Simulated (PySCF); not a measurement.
C2H10ClNSi2, SMILES [SiH3]C[Si@@H](NC)Cl.

Geometry: PBE-D3(BJ)/def2-SVP. The structure was generated by enumeration; whether it is a known compound was not checked. The values are those of a single conformer.

Calculation: TDA-B3LYP/def2-SVPD (PySCF).

Vertical excitations. Gas-phase values at a fixed geometry.

```json
[
 {"state": "S1", "energy (eV)": "6.10", "λ (nm)": "203", "f": "0.006", "main pairs": "HOMO→LUMO 80 %, HOMO→LUMO+1 13 %"},
 {"state": "S2", "energy (eV)": "6.41", "λ (nm)": "193", "f": "0.000", "main pairs": "HOMO→LUMO+1 70 %, HOMO→LUMO 18 %"},
 {"state": "S3", "energy (eV)": "6.68", "λ (nm)": "186", "f": "0.064", "main pairs": "HOMO→LUMO+2 81 %, HOMO→LUMO+1 14 %"},
 {"state": "S4", "energy (eV)": "7.02", "λ (nm)": "177", "f": "0.005", "main pairs": "HOMO→LUMO+3 77 %"},
 {"state": "S5", "energy (eV)": "7.16", "λ (nm)": "173", "f": "0.019", "main pairs": "HOMO→LUMO+5 55 %, HOMO→LUMO+4 35 %"},
 {"state": "S6", "energy (eV)": "7.26", "λ (nm)": "171", "f": "0.040", "main pairs": "HOMO→LUMO+4 47 %, HOMO→LUMO+5 29 %, HOMO→LUMO+3 20 %"},
 {"state": "T1", "energy (eV)": "5.85", "λ (nm)": "212", "f": "0", "main pairs": "HOMO→LUMO 60 %, HOMO→LUMO+2 17 %, HOMO→LUMO+1 16 %"},
 {"state": "T2", "energy (eV)": "6.14", "λ (nm)": "202", "f": "0", "main pairs": "HOMO→LUMO+2 70 %, HOMO→LUMO 14 %"}
]
```
Triplets are in the Tamm–Dancoff approximation.
